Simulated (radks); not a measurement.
The numbers below are computed, except where a source is named.
Task: These are the eigenvalues of the occupied orbitals of an atom or ion with whole-number occupations (eV). Code: a radial shooting solver on a logarithmic mesh with Libxc functionals. Model: Dirac Kohn-Sham, LDA (Slater exchange, Perdew-Wang correlation), spin-unpolarised, spherical densities, finite nucleus; Fermi nuclear charge, rms radius of each element as measured or else 0.836 A^(1/3) + 0.57 fm.

1s1/2: -178.6676
2s1/2: -9.3835
2p1/2: -3.7174
2p3/2: -3.7140

Which element is it, and in what charge state? The configuration may be excited. Open shells, if any, are shared by 2j + 1.

Result: Z = 5, boron, charge 0: B in [He] 2s2 2p1. The list shows which subshells hold electrons but not how many an open one holds; the 1s level, -6.5659 hartree, gives Z - s = 3.6 by -(Z - s)^2/2, which with screening and relativity narrows Z to a few neighbours, and the depths of the outer levels then fix element, charge and occupations together.
